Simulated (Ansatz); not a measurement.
The cluster KI2⁻. Charge -1, multiplicity 1. Geometry relaxed at PBE0-D4/def2-TZVPD.

```xyz
3

K     0.0022   -0.0025   -0.0060
I     1.8245    2.6646    0.4447
I    -1.8267   -2.6621   -0.4386
```

In the def2 sets I takes a core potential; there is no spin–orbit coupling. The structure comes from a short search, and lower isomers may exist.

**Question.** Estimate the harmonic wavenumbers at RKS PBE0-D4/def2-TZVPD (Ansatz, unscaled). Is this a minimum?

**Answer.** 38, 38, 69, 174 cm⁻¹. Yes, no mode is imaginary beyond noise. Zero-point energy 1.9 kJ/mol. Run time 16 s (4 threads of Intel Xeon Platinum 8488C on a shared host).
